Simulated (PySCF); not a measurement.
## LiTe from Hartree–Fock to correlated methods

State: ²Π (doublet), unpaired electrons π ↑. Set-up: Li def2-SVP, Te def2-SVP with ECP28; scalar-relativistic core potentials (PySCF 2.14). De refers to Li + Te in their high-spin ground configurations, without counterpoise correction. The functionals are run spin-unrestricted. A positive dipole means Li(−)Te(+).

```tsv
Level	Re (Å)	ωe (cm⁻¹)	De (eV)	μ (D)
UHF	2.516	454	1.64	-7.74
UHF-MP2	2.514	451	2.23	n/a
UHF-SCS-MP2	2.516	449	2.19	n/a
UHF-CCSD	2.516	448	2.19	n/a
UHF-CCSD(T)	2.517	446	2.22	n/a
PBE	2.488	450	2.59	-6.67
revPBE	2.503	443	2.46	-6.73
r²SCAN	2.496	452	2.63	-7.19
B3LYP	2.481	457	2.60	-6.84
PBE0	2.481	459	2.56	-7.04
r²SCAN0	2.488	458	2.62	-7.34
```

Problem. Which functional lies closest to UHF-CCSD(T) in De, which farthest, and by how much do they differ from it?

Solution. Closest is revPBE (-1.4 pm in Re, -0.7 % in ωe, +0.24 eV in De against UHF-CCSD(T) in the same basis), farthest r²SCAN (-2.1 pm in Re, +1.3 % in ωe, +0.41 eV in De). CCSD(T) converges more slowly with the basis than the functionals do and binds too weakly in this one, so the order can change at the basis-set limit.

Problem. What does a quarter of exact exchange do here, going from PBE to PBE0?

Solution. PBE0 less PBE: -0.7 pm in Re, +2.0 % in ωe, -0.03 eV in De. Exact exchange removes part of the self-interaction that spreads semilocal densities, and in most molecules shortens and stiffens the bond and lowers De; so it does here.

Problem. What does the step from GGA to meta-GGA do here, going from PBE to r²SCAN?

Solution. r²SCAN less PBE: +0.8 pm in Re, +0.4 % in ωe, +0.04 eV in De. 

Correlated steps freeze 4 core orbitals. Correlated levels converge slowly with the basis: in double zeta they bind strong bonds too weakly, by up to about 1 eV, and carry superposition errors of some tenths. These are scalar-relativistic numbers at best; spin–orbit coupling would shift them, the dissociation energy most. The state was picked by a PBE0 search and need not be the measured ground state.
